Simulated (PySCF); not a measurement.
# Removing an electron from `CC[CH2][GaH2-][AsH3+]`

C3H12AsGa.
Z-matrix (Å and degrees, PBE0-D3(BJ)/def2-SVP geometry), rows numbered from 1:
```
C 
C   1  1.5211
C   2  1.5262  1  114.03
Ga  3  1.9940  2  117.19  1   -62.07
As  4  2.6684  3  101.88  2    82.38
H   1  1.1011  2  111.89  3  -175.59
H   1  1.1039  2  111.28  3   -55.56
H   1  1.1027  2  111.19  3    64.66
H   2  1.1041  1  108.71  3  -122.60
H   2  1.1056  1  108.73  3   123.03
H   3  1.1054  2  110.41  1    63.03
H   3  1.1050  2  109.98  1   178.21
H   4  1.5840  3  120.03  2   -20.81
H   4  1.5840  3  118.11  2  -177.81
H   5  1.5134  4  119.83  3    49.44
H   5  1.5130  4  118.17  3   166.82
H   5  1.5128  4  122.88  3   -72.72
```

Level: CAM-B3LYP/def2-SVPD (PySCF). Frontier orbitals with their largest atomic shares (Löwdin; up to four atoms above 4 %):

```csv
orbital,ε (eV),main atoms
HOMO−3,-10.59,"C2 28 %, H9 17 %, C3 16 %, C1 14 %"
HOMO−2,-9.66,"As5 42 %, Ga4 17 %, H13 7 %, H15 6 %"
HOMO−1,-9.07,"Ga4 38 %, H14 27 %, H13 23 %"
HOMO,-8.37,?
LUMO,0.43,"As5 30 %, Ga4 18 %, H15 14 %, H17 13 %"
LUMO+1,0.87,"Ga4 33 %, As5 23 %, H16 12 %"
LUMO+2,0.99,"As5 48 %, H15 15 %, H17 15 %, Ga4 9 %"
```

Problem. What vertical ionisation energy does ΔSCF give, and how far is −ε(HOMO) from it?

Solution. ΔSCF: 9.02 eV (870 kJ/mol; threshold wavelength 137 nm); ⟨S²⟩ of the doublet left behind is 0.756, against 0.75 for a pure doublet. −ε(HOMO) is 8.37 eV, 0.65 eV below it. For the exact functional −ε(HOMO) would equal the first vertical ionisation energy; CAM-B3LYP (range-separated hybrid) falls short of its own ΔSCF value by 7 %.

Problem. On which atoms does the HOMO lie?

Solution. C3 (chain CH2 carbon) 36 %, Ga4 (gallium bonded to As, C and 2 H) 23 %, C2 (chain CH2 carbon) 10 %, H13 (hydrogen on gallium) 7 %, so no atom holds as much as 40 %. The HOMO−1 lies 0.70 eV lower.

Problem. How many of the 10 lowest singlet excitations (vertical TDDFT, same level) lie below the ionisation energy?

Solution. All 10; they run from 6.01 to 7.37 eV.

Problem. What total energies stand behind the ΔSCF value?

Solution. E(N) = -4281.79658 Eh and E(N − 1) = -4281.46507 Eh at the same geometry, 0.33151 Eh apart.

Problem. Shift the occupied levels rigidly so that −ε(HOMO) equals the ΔSCF value. What binding energies result?

Solution. The shift is +0.65 eV: HOMO 9.02, HOMO−1 9.72, HOMO−2 10.31, HOMO−3 11.24 eV. A rigid shift is only a rough guide to the deeper ionisations.

Problem. With α = 105.1 au, estimate the like-pair dispersion coefficient by London's formula C6 = (3/4)α²I.

Solution. I = 0.3315 Eh, so C6 ≈ 2750 au, a rough estimate.

Geometry: PBE0-D3(BJ)/def2-SVP, one conformer, isolated molecule. The calculation is non-relativistic, for gallium and arsenic too.
